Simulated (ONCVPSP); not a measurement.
## What one change does to a pseudopotential (In, ONCV)

indium (In), optimised norm-conserving Vanderbilt (ONCV), made with ONCVPSP 4.0.1 (LDA (Perdew-Zunger), scalar-relativistic). Core [Kr] 4d10, reference 5s2 5p1. Waves: 5s: rc 1.60 bohr, ncon 3, nbas 7, qcut 3.8 1/bohr, 2 projectors, debl 0.5 Ha; 5p: rc 2.10 bohr, ncon 5, nbas 10, qcut 3.5 1/bohr, 1 projector. Local part: polynomial inside 1.25 bohr (lpopt 5, dvloc0 0 Ha). Core correction: none.

Change: core correction Teter function, fcfact 5.75, rcfact 1.2.

Cutoffs: the cutoffs (Ha) at which the residual kinetic energy of the hardest occupied pseudo-wave falls to 1 and 0.1 mHa per electron; they do not see the model core or the augmentation charge, which bear on the density cutoff. Errors are all-electron minus pseudo energies relative to the spin-unpolarised reference configuration.

Predict the effect on cutoff, ghosts and configuration errors.

The potential gets neither clearly harder nor softer (50 Ha and 65 Ha → 50 Ha and 65 Ha); both files keep a bound ghost (p, s); the number of tests with a reliable result goes from 4 to 3; of the 3 tests that both files solve, the error grows in 0 and shrinks in 3 by more than 15 % and 0.3 meV (median size 13.3 → 1.2 meV). Exchange and correlation are not linear in the density, so unscreening with the valence charge alone errs where core and valence overlap; a model core restores that term. A model core, the more so a compact one, raises the density cutoff, which this test does not measure.

```csv
quantity,base,changed
"cutoff, loose",50 Ha,50 Ha
"cutoff, tight",65 Ha,65 Ha
bound ghosts,"s, p","s, p"
GHOST(+) flags under 300 eV,none,none
tests with a reliable result,4 of 4,3 of 4
"error for 5s2 5p0, meV [ΔE 5.59 eV]",+13,-1.2
"error for 5s2 5p0.5, meV [ΔE 2.05 eV]",+1.9,-0.2
"error for 5s1 5p2, meV [ΔE 5.94 eV]",+15,-11
s: phases at 1.62 bohr within 0.05 rad from the reference energy up to (Ha; the scan ends near 5),to the end of the scan,to the end of the scan
p: phases at 2.14 bohr within 0.05 rad from the reference energy up to (Ha; the scan ends near 5),2.7,2.7
```

 A true bound ghost makes a file unfit for plane-wave use even where its test errors are small: the radial tests pick states by their node count and pass the ghost by.
